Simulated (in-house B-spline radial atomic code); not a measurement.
Configurations of Rb⁵⁺, with energies counted from [Ar] 3d10 4s2 4p2. All numbers are computed (scalar-relativistic (X2C) LC-wPBE, spin-polarised, spherical fractional occupations, exact exchange averaged over the configuration; Fermi nucleus of rms radius 4.2036 fm) with a radial B-spline atomic code at the basis-set limit, not measured. Shells without spins written out take the highest spin.

Occupations are held fixed; configurations that lie above the ionisation limit could autoionise.

```csv
configuration,E - E(ref) (eV),highest orbital,its <r> (bohr)
[Ar] 3d10 4s2 4p1 5f1,62.015,5f up,4.647
[Ar] 3d10 4s1 4p2 4f1,64.851,4f up,2.455
[Ar] 3d9 4s2 4p3,102.58,4p up,1.415
[Ar] 3d9 4s2 4p2 5d1,159.32,5d up,3.541
[Ne] 3s2 3p5 3d10 4s2 4p2 5f1,289.61,5f up,4.505
```

Order these further configurations by energy, lowest first.
A. [Ar] 3d9 4s2 4p2 4d1
B. [Ar] 3d9 4s2 4p2 4f1
C. [Ar] 3d10 4s1 4p2 4d1
D. [Ar] 3d10 4s1 4p2 5f1
E. [Ar] 3d10 4s2 4p1 5d1

C (41.84 eV), E (53.186 eV), D (77.323 eV), A (131.43 eV), B (155.76 eV).
